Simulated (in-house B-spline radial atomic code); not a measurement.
# Ionising W⁸⁺ with different functionals

Computed with a radial B-spline atomic code at the basis-set limit: four-component Dirac-Coulomb Hamiltonian, Fermi nucleus of rms radius 5.3658 fm, spin-restricted, spherical fractional occupations for the functionals. The ionisation energy is the difference of two self-consistent energies, [Kr] 4d10 4f14 5s2 5p4 → [Kr] 4d10 4f14 5s2 5p3, without Breit or QED terms; ε is the level of the shell that loses the electron (mean over j). The electron is taken from both j subshells in proportion to 2j + 1, so the result is a j average, not the step between ground levels.

Hybrids are left out here: with spherical fractional occupations of an open shell their exact exchange keeps a self-interaction that integer-occupation calculations don't have.

| method | rung | ΔSCF (eV) | -ε(5p) (eV) |
| --- | --- | --- | --- |
| LDA VWN5 | LDA | 163.75 | 154.12 |
| relativistic LDA | LDA | ? | ? |
| LDA PW92 | LDA | 163.74 | 154.11 |
| LDA exchange-only | LDA | ? | ? |
| PBE | GGA | 163.19 | 153.61 |
| PBEsol | GGA | 163.32 | 153.73 |
| BLYP | GGA | 163.13 | 153.52 |
| RPBE | GGA | 163.07 | 153.51 |
| PW91 | GGA | 163.36 | 153.77 |
| BP86 | GGA | 163.39 | 153.80 |
| AM05 | GGA | 163.38 | 153.79 |
| OLYP | GGA | 163.48 | 153.93 |

**Question.** What does relativistic LDA give?

**Answer.** ΔSCF 163.52 eV, and -ε(5p) = 153.91 eV.

**Question.** What does LDA exchange-only give?

**Answer.** ΔSCF 161.85 eV, and -ε(5p) = 152.23 eV.

**Question.** How do they compare with the NIST value?

**Answer.** NIST lists 160 eV ± 1.2 (semi-empirical, ground level to ground level). Errors run from +1.65 to +3.55 eV. The correlated functionals all miss on the same side by more than they spread, so the cause is common to them (Breit-QED terms, spin polarisation, the choice among j levels, multiplet and fine-structure energies, or a listed next ion that isn't the cheapest removal here) and closeness doesn't rank the functionals.
